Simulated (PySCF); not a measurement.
C4H6F2O2.
Z-matrix (Å and degrees, GFN2-xTB geometry), rows numbered from 1:
```
F 
C   1  1.3935
O   2  1.3560  1  108.87
C   3  1.4281  2  113.09  1   -67.41
C   4  1.5268  3  109.98  2   -54.51
C   5  1.5261  4  107.45  3    53.08
F   6  1.3568  5  110.42  4  -169.75
O   2  1.3659  1  108.21  3  -127.02
H   2  1.0966  1  106.78  3   117.19
H   4  1.0896  3  105.32  2  -175.26
H   4  1.0971  3  109.31  2    67.18
H   5  1.0884  4  111.28  3   174.02
H   5  1.0917  4  110.13  3   -64.26
H   6  1.1035  5  112.42  4    70.98
```

The closed-shell ground state was solved at several levels (PySCF, density fitting, gas phase, non-relativistic).

| level | basis functions | total energy (Eh) | HOMO (eV) | LUMO (eV) | gap (eV) | dipole (D) |
| --- | --- | --- | --- | --- | --- | --- |
| CAM-B3LYP/def2-SVPD | 220 | -505.6513 | -10.11 | 1.13 | 11.24 | 2.56 |
| PBE0/pcSseg-1 | 166 | -505.5932 | -8.51 | 1.29 | 9.80 | 2.47 |

Q: What might PBE0/def2-SVPD (220 basis functions) give for the same quantities?

A: Total energy -505.2983 Eh, HOMO -8.61 eV, LUMO 0.53 eV, gap 9.14 eV, dipole 2.49 D.

Q: Over all these levels, which gives the widest orbital gap and which the narrowest?

A: CAM-B3LYP/def2-SVPD (range-separated hybrid) has the widest, 11.24 eV, and PBE0/def2-SVPD (global hybrid, 25 % exact exchange) the narrowest, 9.14 eV. The two share the basis. From the narrowest to the widest the HOMO moves by -1.50 eV and the LUMO by +0.60 eV.

Q: How far do the dipole and the HOMO energy spread over the levels?

A: The dipole runs from 2.47 to 2.56 D (mean 2.51 D) and the HOMO from -10.11 to -8.51 eV.

One conformer stands for the species.
